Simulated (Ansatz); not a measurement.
CH₄F₂OSi₂ (`OC1[SiH2][Si]1(F)F`), relaxed with RKS PBE0-D4/def2-TZVP in the Gaussian-basis code of Ansatz from a PBE-D4/def2-SVP geometry. The force threshold is 0.005 eV/Å; the program also tests the step.

Charge 0, multiplicity 1.

Start:

```xyz
10

O    -0.844    1.750    0.512
C     0.045    0.771    0.076
Si   -0.288   -0.826   -1.075
Si    0.677   -0.741    0.975
F    -0.201   -1.356    2.203
F     2.238   -0.792    1.450
H    -1.185    2.218   -0.273
H     1.006    1.156   -0.378
H    -1.685   -1.377   -1.006
H     0.237   -0.803   -2.485
```

```csv
step,energy (eV),largest force (eV/Å),largest move (Å)
1,-24329.0621,1.176,0.000
2,-24329.1345,0.853,0.028
3,-24329.1627,0.101,0.034
4,-24329.1650,0.034,0.018
5,-24329.1651,0.019,0.003
6,-24329.1652,0.007,0.002
7,-24329.1652,0.010,0.007
8,-24329.1652,0.005,0.003
9,-24329.1652,0.001,0.001
```

End:

```xyz
10

O    -0.830    1.744    0.500
C     0.040    0.743    0.077
Si   -0.286   -0.816   -1.061
Si    0.673   -0.744    0.971
F    -0.173   -1.331    2.176
F     2.191   -0.778    1.427
H    -1.175    2.203   -0.270
H     0.987    1.125   -0.366
H    -1.665   -1.362   -1.004
H     0.239   -0.786   -2.450
```

It took 33 s on 4 threads of an Arm Neoverse V2 on a shared host, with 0.64 GiB of host memory at the peak.
